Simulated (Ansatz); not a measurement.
Geometry optimisation, RKS BLYP-D4/def2-SVP (Ansatz 0.2.0).

Input file:

```yaml
crystal:
  periodic: [false, false, false]
  atoms:
    - { symbol: Zr, position_ang: [0.439523, -0.372082, -0.552511] }
    - { symbol: O, position_ang: [-0.775824, -0.494192, 2.46507] }
    - { symbol: H, position_ang: [-1.236995, -1.354905, 2.530449] }
    - { symbol: Cl, position_ang: [1.645082, -0.593022, -2.554979] }
    - { symbol: Cl, position_ang: [0.47078, 1.911196, 0.021163] }
    - { symbol: Cl, position_ang: [-1.658572, -1.425494, -0.831162] }
    - { symbol: P, position_ang: [1.839043, -1.634257, 1.213926] }
    - { symbol: H, position_ang: [1.005882, -2.802866, 1.056523] }
    - { symbol: H, position_ang: [2.892872, -2.133656, 0.373306] }
    - { symbol: H, position_ang: [0.094009, -0.664623, 2.912714] }
basis:
  gaussian: { orbitals: def2-SVP }
hamiltonian:
  xc: blyp
  dispersion: d4
relax:
  f_tol: 0.03
  max_steps: 50
output:
  orbitals: {}
```

Command:

```bash
$ ansatz run input.yaml --threads 4 --pin off --max-ram 5120MiB --backend cpu --events-out ev --progress --plain --runs-dir out
```

Task: Where does it end, and by what steps?

Result: The forces met the threshold. The force dipped under the threshold on the way, but the program's further checks kept it going. After 13 steps the energy has fallen by 0.460 eV; H3 moved furthest, 0.58 Å. Joined: Zr1–O2 (3.26 → 2.38 Å).

```
step  energy less start (eV)  largest force component (eV/Å)  accepted
   0                  0.0000                           0.597       yes
   1                 -0.0906                           0.876       yes
   2                 -0.2869                           0.993       yes
   3                 -0.4055                           0.660       yes
   4                 -0.4388                           0.382       yes
   5                 -0.4493                           0.303       yes
   6                 -0.4559                           0.128       yes
   7                 -0.4575                           0.046       yes
   8                 -0.4578                           0.031       yes
   9                 -0.4586                           0.016       yes
  10                 -0.4592                           0.036       yes
  11                 -0.4594                           0.062       yes
  12                 -0.4596                           0.046       yes
  13                 -0.4598                           0.016       yes
```

```xyz
10
Properties=species:S:1:pos:R:3
Zr 0.312 -0.399 -0.180
O -0.640 -0.501 1.996
H -1.446 -1.052 2.076
Cl 1.352 -0.730 -2.273
Cl 0.618 1.918 0.195
Cl -1.830 -1.417 -0.579
P 2.048 -1.747 1.300
H 1.316 -2.962 1.018
H 3.054 -1.997 0.308
H -0.069 -0.676 2.774
```

Whether the end is a true minimum wasn't checked by a vibrational analysis.

Time of the run: 27 s on 4 threads of Intel(R) Xeon(R) CPU @ 2.80GHz (Skylake/Cascade Lake), with other jobs on the host, peak memory 0.24 GiB.
